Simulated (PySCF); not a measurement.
HN₂, SMILES [N][NH] (connectivity only; charge and spin as stated), neutral, multiplicity 2. Atoms are numbered in the order given.

```xyz
3

N     -0.1549    -0.4942     0.0000
N      0.0570     0.6610     0.0000
H      0.6848    -1.1675     0.0000
```
Charge 0, spin multiplicity 2.

Coordinates come from a PBE-D3(BJ)/def2-TZVPD optimisation.

These are PySCF with PBE0/pcH-1 values and carry that method's errors.

Unrestricted Kohn–Sham, ⟨S²⟩ = 0.756. Hyperfine tensors hold the contact and dipolar terms, without spin-orbit corrections.

Estimate the hyperfine couplings. (Estimate from the structure and the level; the computed values follow.)


| nucleus | A(iso) (MHz) | A(iso) (G) | dipolar principal values (MHz) |
|---|---|---|---|
| 14N no. 1 | 76.3 | 27.2 | -12.4, -9.5, 21.9 |
| 14N no. 2 | 16.9 | 6.0 | -39.8, -34.6, 74.3 |
| 1H no. 3 | 406.3 | 145.0 | -7.9, -6.5, 14.4 |

And the g tensor (effective nuclear charges for spin-orbit coupling, GIAO)? (An estimate is asked for; the answer gives what the named calculation found.)

principal values 1.9933, 2.0022, 2.0042; isotropic 1.9999.
